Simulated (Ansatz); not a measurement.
Input for Ansatz (an electronic-structure program): R-CCSD(T)/def2-TZVPP on CH7AsSi (SMILES C[SiH2][AsH2]), a point of a torsion scan. The run froze 20 orbitals, filled d shells among them.

Ansatz 0.2 input:
```yaml
crystal:
  periodic: [false, false, false]
  atoms:
    - {symbol: C, position_ang: [-1.21094483, 0.65786489, 0.07567059]}
    - {symbol: Si, position_ang: [-0.10319833, -0.88442033, -0.05066671]}
    - {symbol: As, position_ang: [2.11255262, -0.20190251, 0.21365925]}
    - {symbol: H, position_ang: [-2.26356582, 0.40680104, -0.00361155]}
    - {symbol: H, position_ang: [-0.98044148, 1.37078915, -0.71282662]}
    - {symbol: H, position_ang: [-1.06155376, 1.16223899, 1.02781468]}
    - {symbol: H, position_ang: [-0.40105942, -1.56685577, -1.32155784]}
    - {symbol: H, position_ang: [-0.48314194, -1.81593642, 1.02673207]}
    - {symbol: H, position_ang: [2.29172639, 0.02257707, -1.25962005]}
    - {symbol: H, position_ang: [2.61906005, -1.60307151, 0.04122083]}
basis:
  gaussian:
    orbitals: def2-TZVPP
magnetization: {spin_polarized: false}
correlation: {method: ccsd_t, electrons: outside_noble_gas}
scf: {lower_state_search: off}
```

Problem. Predict the final total energy.

Solution. -2565.6394 hartree (reference determinant -2565.1105, T1 diagnostic 0.012).

Problem. How many basis functions does it have, and what does it roughly cost on one machine?

Solution. 219 functions; about 2.7 core-minutes (a rough figure).
